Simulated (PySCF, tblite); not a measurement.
Isomers of C6H12NOP, one GFN2-xTB conformer each. Single-point energies are computed at PBE0/pcSseg-1 (PySCF, gas phase, no added dispersion term), electronic only.

Task: Rank them by PBE0/pcSseg-1 energy, lowest first (kJ/mol).
A. `[CH3:1][NH:2][P:3]1[CH2:4][CH2:5][C:6](=[O:7])[CH2:8][CH2:9]1` with C1–N2–P3–C4 -80°, N2–P3–C4–C5 -47°, P3–C4–C5–C6 -61°, C4–C5–C6–O7 -115°, C5–C6–C8–C9 -64°
B. `[CH3:1][CH2:2][P@@:3]([CH3:4])(=[O:5])[CH2:6][CH2:7][C:8]#[N:9]` with C1–C2–P3–C4 -171°, C2–P3–C6–C7 -170°, P3–C6–C7–C8 -79°
C. `[CH3:1][CH2:2][N:3]([CH3:4])[P:5]1[CH:6]=[C:7]1[O:8][CH3:9]` with C1–C2–N3–C4 66°, C2–N3–P5–C6 179°, C6–C7–O8–C9 178°
D. `[CH2:1]=[CH:2][C@@H:3]1[CH2:4][P@@:5]1([CH2:6][OH:7])=[N:8][CH3:9]` with C1–C2–C3–C4 -151°, C4–P5–C6–O7 117°, P5–C6–O7–H 40°
E. `[CH3:1][O:2][CH2:3][CH2:4][PH:5][CH2:6][CH2:7][C:8]#[N:9]` with C1–O2–C3–C4 -175°, O2–C3–C4–P5 75°, C3–C4–P5–C6 -70°, C4–P5–C6–C7 -43°, P5–C6–C7–C8 -172°

Result: B (0.0), A (45.6), E (154.2), C (295.4), D (326.3).

As drawn, the lowest has a C≡N group and a P=O bond, which the highest lacks; the highest has a three-membered ring, an O–H bond and a C=C bond outside aromatic rings, which the lowest lacks. GFN2-xTB itself gives, in the same order: 0.0, 36.5, 199.2, 224.2, 308.7. Both levels put the same isomer lowest; measured from each level's own lowest isomer, the values differ by up to 71.2 kJ/mol (CCN(C)P1C=C1OC: 224.2 against 295.4).

Task: Which frontier levels, dipoles and rotational constants go with these structures?

Result: 
| SMILES | HOMO (eV, PBE0/pcSseg-1) | LUMO (eV) | dipole (D) | A, B, C (MHz) |
| --- | --- | --- | --- | --- |
| CC[P@@](C)(=O)CCC#N | -7.84 | 0.41 | 4.57 | 2589, 842.2, 769.2 |
| CNP1CCC(=O)CC1 | -6.07 | -0.30 | 3.57 | 2407, 1002, 915.0 |
| COCCPCCC#N | -7.18 | 0.35 | 4.91 | 1548, 898.1, 629.3 |
| CCN(C)P1C=C1OC | -5.66 | 0.36 | 1.54 | 2470, 815.3, 747.9 |
| C=C[C@@H]1C[P@@]1(CO)=NC | -5.92 | -0.30 | 2.61 | 1810, 952.4, 738.4 |

Task: What happens when harmonic zero-point energies from GFN2-xTB frequencies are added?

Result: 
| SMILES | ZPE (kJ/mol) | electronic (kJ/mol) | with ZPE (kJ/mol) |
| --- | --- | --- | --- |
| CC[P@@](C)(=O)CCC#N | 445.5 | 0.0 | 0.0 |
| CNP1CCC(=O)CC1 | 456.7 | 45.6 | 56.8 |
| COCCPCCC#N | 443.6 | 154.2 | 152.3 |
| CCN(C)P1C=C1OC | 446.5 | 295.4 | 296.5 |
| C=C[C@@H]1C[P@@]1(CO)=NC | 440.1 | 326.3 | 320.9 |

The zero-point energies span 16.6 kJ/mol. The order is unchanged.
